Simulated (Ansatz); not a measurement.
(H2Ga-mu-Cl)2 (Ga2H4Cl2), 8 atoms. Hardware: 4 threads of Arm Neoverse N1 on a shared host.

Correlated methods freeze 28 core orbitals; core or outer-core shells of Ga are correlated, in sets that lack core-valence functions.

Task: How many basis functions does each of these Ansatz runs have, and roughly what does it cost? PBE0-D4/def2-SVP, charge 0 singlet, energy with a search over starts; r2SCAN-D4/def2-TZVPD, charge -1 doublet at the geometry of the charge 0 singlet, energy, from earlier orbitals; PBE-D4/def2-SVP, charge 0 singlet, relaxation, 4 steps; PBE-D4/def2-TZVP, charge 0 singlet, energy, from earlier orbitals; PBE-D4/def2-TZVPD, charge 0 singlet, energy, from earlier orbitals; r2SCAN0-D4/def2-TZVP, charge 0 singlet, energy, from earlier orbitals; PBE0-D4/def2-TZVP, charge 0 singlet, energy, from earlier orbitals; PBE0-D4/def2-TZVP, charge 1 doublet at the geometry of the charge 0 singlet, energy, from earlier orbitals; PBE0-D4/def2-SVP, charge 0 singlet, energy, from earlier orbitals; PBE-D4/def2-TZVPD, charge -1 doublet at the geometry of the charge 0 singlet, energy, from earlier orbitals; PBE0-D4/def2-TZVP, charge 0 triplet at the geometry of the charge 0 singlet, energy; CCSD(T)/def2-TZVP, charge 0 singlet, energy, from earlier orbitals.

Result: Other jobs shared the machine, so times can vary by a factor of up to 3. A dash marks memory too small to be measured apart from the calling script's.

```csv
run,functions,fitting or Cholesky vectors,wall time,peak host memory (GiB)
"PBE0-D4/def2-SVP, charge 0 singlet, energy, from earlier orbitals",120,1170,3.2 s,–
"PBE-D4/def2-TZVP, charge 0 singlet, energy, from earlier orbitals",194,1424,3.4 s,–
"PBE0-D4/def2-SVP, charge 0 singlet, energy with a search over starts",120,1170,4 s,–
"PBE-D4/def2-TZVPD, charge 0 singlet, energy, from earlier orbitals",236,1516,5.5 s,–
"PBE-D4/def2-SVP, charge 0 singlet, relaxation, 4 steps",120,1332,6 s,–
"PBE0-D4/def2-TZVP, charge 0 singlet, energy, from earlier orbitals",194,1538,6 s,0.73
"r2SCAN0-D4/def2-TZVP, charge 0 singlet, energy, from earlier orbitals",194,1538,11 s,0.76
"PBE0-D4/def2-TZVP, charge 1 doublet at the geometry of the charge 0 singlet, energy, from earlier orbitals",194,1282,12 s,0.71
"PBE-D4/def2-TZVPD, charge -1 doublet at the geometry of the charge 0 singlet, energy, from earlier orbitals",236,1516,14 s,–
"PBE0-D4/def2-TZVP, charge 0 triplet at the geometry of the charge 0 singlet, energy",194,1282,24 s,0.91
"r2SCAN-D4/def2-TZVPD, charge -1 doublet at the geometry of the charge 0 singlet, energy, from earlier orbitals",236,1516,30 s,0.57
"CCSD(T)/def2-TZVP, charge 0 singlet, energy, from earlier orbitals",194,1282,2.2 min,2.2
```
